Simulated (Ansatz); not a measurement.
## CH4NSe−: structure from calculated spectroscopic constants

These gas-phase data were calculated for one isomer of CH4NSe− at r2SCAN-D4/def2-SVPD (harmonic, unscaled wavenumbers; equilibrium rotational constants with average atomic masses):

| Item | Value |
| --- | --- |
| rotational constants | 33.1, 3.656, 3.42 GHz |
| all wavenumbers above 1500 cm⁻¹ | 3511, 3444, 3071, 3015, 1637 |

Candidates:

(1) `C[Se][NH-]`, a singlet
(2) `CN[Se-]`, a singlet
(3) `NC[Se-]`, a singlet

Assign the data to one candidate and say why.

Candidate (3). 2 modes lie between 3250 and 3800 cm⁻¹, one for each N–H bond, while (1) has 1, (2) has 1.

The same quantities for all candidates:

```
     rotational constants (GHz)   wavenumbers above 1500 cm⁻¹  E above the lowest, r2SCAN-D4/def2-SVPD (kcal/mol)
(1)          14.6, 6.548, 4.737        3348, 3096, 3082, 2970                                                45.3
(2)         35.83, 3.847, 3.585        3506, 3056, 2946, 2873                                                16.3
(3)           33.1, 3.656, 3.42  3511, 3444, 3071, 3015, 1637                                                 0.0
```

Harmonic stretches to hydrogen usually lie a few per cent above observed fundamentals. Each candidate is one conformer. Programs: Ansatz 0.2.0.
